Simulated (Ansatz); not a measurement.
Calculated with Ansatz (gas phase, PBE0-D4/def2-TZVP geometries, no zero-point term in ΔE). CBS: MP2 limit from def2 TZ/QZ plus the TZ coupled-cluster correction, frozen cores. This one scheme is used for every species. Functionals use def2-TZVPP. Elements past krypton have def2 core potentials. For Se, Sn outer-core shells are correlated without core-valence functions, which leaves a few kJ/mol of doubt a bond. Scalar relativity is left out up to krypton. One conformer a species, not always the lowest.

`C[O][Sn]([OH])([Cl])[Cl]` + H₂Se → `C[O][Sn]([Cl])([Cl])[SeH]` + H₂O  (ligand exchange at the Sn–O bond)

```json
{"level": "PBE", "ΔE (kJ/mol)": "-62.4"}
{"level": "HF/CBS(def2)", "ΔE (kJ/mol)": "-52.3"}
```

Task: What does CCSD(T)/CBS give? (Best estimate.)

Result: Ansatz gave: -66.5 kJ/mol. The listed levels differ from it by 4.1, 14.2 kJ/mol.

Largest T1 diagnostic among the species: 0.013.

From PBE to PBE0 (25 % exact exchange), in def2-TZVPP and without D4, ΔE moves by −3.3 kJ/mol. In def2-TZVPP, CCSD(T) changes the Hartree–Fock value by −4.7 kJ/mol (the triples alone add −0.7 kJ/mol) and MP2 by −12.7 kJ/mol.
